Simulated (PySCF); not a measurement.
# OsH₂: fields on a plane

Level of theory: UPBE0/[Os def2-TZVP with ECP60, H def2-TZVP], scalar-relativistic core potentials, density fitting, no spin–orbit coupling, PySCF.

The triplet minimum has Os–H 1.581 Å (×2); H–Os–H 86.3°.

The plane holds Os1 at (0.00, 0.00), H2 at (1.58, 0.00), H3 at (0.10, 1.58) Å. Columns run from x = -1.95 to 3.75 Å, rows from y = 3.75 (top) to -1.95 Å, in steps of 0.3 Å. Other isomers or separated fragments may lie lower. Core electrons replaced by a potential are absent, the electrostatic potential uses the reduced nuclear charge, and values within about 0.7 Å of such atoms have no physical meaning.

**Question.** Give the lowest empty orbital (Å^-3/2) at -2.30 eV (cut at ±0.3; overall sign arbitrary). Lower edges of the bins (Å^-3/2): '0' -0.300, '1' -0.261, '2' -0.223, '3' -0.184, '4' -0.145, '5' -0.107, '6' -0.068, '7' -0.029, '8' 0.010, '9' 0.048; top 0.09.

**Answer.** 
```
77777777777777777777
77777777777777777777
77777777777777777777
88777777777777777777
88877777777777777777
88887776666777777777
88888765566677777777
88888753456667777777
89998753345666777777
99999853234566677777
99999740013456677777
99998510002345677777
99973064002335677777
99850036135446677777
98850000577767777777
88863004899887777777
88876568999988777777
88888889999988887777
88888899999988887777
88888999999888887777
```

**Question.** Give the spin density (e/Å³) (cut at ±0.5 e/Å³). Every second row and column.

**Answer.** 
```
 0.00  0.00  0.00  0.00  0.00  0.00  0.00  0.00  0.00  0.00
 0.00  0.00  0.00  0.00  0.00  0.00  0.00  0.00  0.00  0.00
 0.00  0.00  0.00  0.00  0.00  0.00  0.00  0.00  0.00  0.00
 0.00  0.00  0.00 -0.03 -0.02  0.00  0.00  0.00  0.00  0.00
 0.00  0.00  0.00 -0.04 -0.02  0.00  0.00  0.00  0.00  0.00
 0.00  0.00  0.01  0.09  0.18  0.02 -0.01  0.00  0.00  0.00
 0.00  0.01  0.10  0.00  0.50  0.04 -0.08 -0.01  0.00  0.00
 0.00  0.01  0.19  0.50  0.04  0.00 -0.03 -0.01  0.00  0.00
 0.00  0.00  0.02  0.04  0.01  0.00  0.00  0.00  0.00  0.00
 0.00  0.00  0.00  0.00  0.00  0.00  0.00  0.00  0.00  0.00
```

Open d and f shells are described by one determinant, and the ground state may have another occupation or spin. No spin–orbit coupling is included, which matters more the heavier the element.
